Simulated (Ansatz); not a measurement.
**Counterpoise correction, worked out**

The pair of H₂S (SMILES S, atoms 1–3) and GeH₄ (SMILES [GeH4], atoms 4–8), both closed shells, in one local arrangement (a lower one may exist), relaxed at PBE0-D4/def2-TZVP:

S1  (0.547, -0.066, -2.407)
H2  (-0.337, -1.074, -2.368)
H3  (-0.425, 0.858, -2.414)
Ge4  (0.048, 0.056, 1.432)
H5  (1.490, -0.400, 1.185)
H6  (-0.219, 0.111, 2.946)
H7  (-0.932, -0.937, 0.791)
H8  (-0.171, 1.452, 0.835)
(Å)

Computed with Ansatz 0.2.0 (basis: def2-TZVPPD); correlated methods freeze the cores. Filled d shells of the heavier atoms are correlated. The def2 sets are not built for correlating such inner shells, so the correlated values are less sure here.

CCSD(T) total energies in eV:

| system | geometry | basis functions | energy |
| --- | --- | --- | --- |
| pair | pair | all | -67400.54866 |
| H₂S | as in the pair | all (partner as ghosts) | -10855.53780 |
| GeH₄ | as in the pair | all (partner as ghosts) | -56544.97464 |
| H₂S | as in the pair | its own | -10855.52981 |
| GeH₄ | as in the pair | its own | -56544.96176 |
| H₂S | free (PBE0-D4 minimum) | its own | -10855.52982 |
| GeH₄ | free (PBE0-D4 minimum) | its own | -56544.96261 |

(1) Work out the interaction energy with and without the counterpoise correction, the superposition error, and the binding energy from the relaxed fragments.

No T1 diagnostic of these runs exceeds 0.012.

Answers

(1) Without correction: -67400.54866 − (-10855.52981) − (-56544.96176) = -0.05709 eV.
With correction (each fragment in the whole basis): -67400.54866 − (-10855.53780) − (-56544.97464) = -0.03622 eV = -0.84 kcal/mol.
The superposition error is the difference, 0.02087 eV, 37 % of the uncorrected value: each fragment borrows its partner's functions.
Deformation from the free shapes: 0.00001 eV for H₂S and 0.00085 eV for GeH₄.
Binding energy from relaxed fragments: -0.03622 + 0.00001 + 0.00085 = -0.03536 eV = -0.82 kcal/mol (electronic, without zero-point energy; negative means bound). For comparison, the corrected interaction energy by CCSD(T) at an estimated basis limit (MP2 extrapolated from triple and quadruple zeta, plus CCSD(T) − MP2 in triple zeta) is -0.048 eV; triple zeta with the correction binds less.

For scale, one of the runs: CCSD(T)/def2-TZVPPD, 207 basis functions, launched by `ansatz run in.yaml --threads 4 --pin off --events-out ev --progress --plain --max-ram 9574MiB`. Time: 13 s of wall clock on 4 CPU threads of an Intel Xeon 6975P-C; the host was shared. Peak host memory: 2.7 GiB.
